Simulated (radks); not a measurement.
Values are calculated unless marked as measured or tabulated.
Q: These are the eigenvalues of the occupied orbitals of an atom or ion with whole-number occupations (hartree). Code: a radial shooting solver on a logarithmic mesh with Libxc functionals. Model: Dirac Kohn-Sham, LDA (Slater exchange, Perdew-Wang correlation), spin-unpolarised, spherical densities, finite nucleus; Fermi nuclear charge, rms radius of each element as measured or else 0.836 A^(1/3) + 0.57 fm.

1s1/2: -897.4562
2s1/2: -140.3744
2p1/2: -131.1038
2p3/2: -125.2495
3s1/2: -33.86828
3p1/2: -30.20732
3p3/2: -29.17002
3d3/2: -22.68678
3d5/2: -22.47740
4s1/2: -12.52609
4p1/2: -11.24877
4p3/2: -11.01243

Which element is it, and in what charge state? The configuration may be excited. Open shells, if any, fill j = l - 1/2 first.

A: Z = 46, palladium, charge +13: Pd13+ in [Ar] 3d10 4s2 4p3. The list shows which subshells hold electrons but not how many an open one holds; the 1s level, -897.46 hartree, gives Z - s = 42.4 by -(Z - s)^2/2, which with screening and relativity narrows Z to a few neighbours, and the depths of the outer levels then fix element, charge and occupations together.
